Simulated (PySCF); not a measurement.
Below is a simulated gas-phase C 1s photoelectron spectrum of `FC/C=C/O[SiH3]`.

Every computed line was given a Gaussian of 0.7 eV full width at half maximum and an area set by the number of equivalent atoms; the highest printed point is 100. The calculation used PySCF, delta-SCF UKS SCAN, pcX-2 on the ionised atom, pcseg-1 elsewhere, spin-free X2C.

binding energy (eV), intensity and a bar:
```
    289.3          0 
    289.4          1 
    289.5          2 #
    289.6          5 #
    289.7         10 ###
    289.8         19 ######
    289.9         32 ##########
    290.0         49 ###############
    290.1         67 ####################
    290.2         81 ########################
    290.3         88 ##########################
    290.4         85 ##########################
    290.5         74 ######################
    290.6         57 #################
    290.7         39 ############
    290.8         24 #######
    290.9         13 ####
    291.0          6 ##
    291.1          3 #
    291.2          1 
    291.3          0 
    291.4          0 
    291.5          1 
    291.6          2 
    291.7          4 #
    291.8          8 ##
    291.9         17 #####
    292.0         29 #########
    292.1         46 ##############
    292.2         64 ###################
    292.3         81 ########################
    292.4         93 ############################
    292.5         99 ##############################
    292.6        100 ##############################
    292.7         99 ##############################
    292.8         99 ##############################
    292.9        100 ##############################
    293.0        100 ##############################
    293.1         96 #############################
    293.2         85 ##########################
    293.3         70 #####################
    293.4         51 ###############
    293.5         34 ##########
    293.6         20 ######
    293.7         10 ###
    293.8          5 #
    293.9          2 #
    294.0          1 
    294.1          0
```

**Question.** Count the maxima, the lines and the sites behind this envelope.

**Answer.** The curve has 3 maxima (at 290.3, 292.6 and 293.0 eV). Under it lie 3 lines from 3 inequivalent carbon sites.

**Question.** Decompose the envelope and assign each component. Numbering: `[F:1][CH2:2]/[CH:3]=[CH:4]/[O:5][SiH3:6]`.

**Answer.** 
```json
{"position (eV)": "290.32", "relative area": "1", "line": "C 1s", "atoms": "C3", "environment": "alkene CH carbon"}
{"position (eV)": "292.44", "relative area": "1", "line": "C 1s", "atoms": "C4", "environment": "vinylic carbon bearing oxygen"}
{"position (eV)": "293.09", "relative area": "1", "line": "C 1s", "atoms": "C2", "environment": "sp3 C–F carbon"}
```

Lowest listed C 1s: C3, bonded to C (double bond), C and H. Highest, 2.77 eV above it: C2, bonded to F, C and 2 H. The widest gap between neighbouring values is 2.12 eV, between 290.32 and 292.44 eV. Summing the Pauling electronegativity differences to the bonded atoms, each weighted by its formal bond order, gives -0.35 for the lowest site and +0.73 for the highest; no listed site has a larger sum than the highest.

No satellites, vibrations or lifetime broadening are included. Geometry: PBE0-D3(BJ)/def2-SVP, one conformer, isolated molecule.

Time: 43 s; peak memory 0.65 GiB. Hardware: one thread, Arm Neoverse V1 (aarch64), no GPU, shared host.

Shape of the structure used: `[F:1][CH2:2]/[CH:3]=[CH:4]/[O:5][SiH3:6]`: F1–C2–C3–C4 113°, C3–C4–O5–Si6 0°.
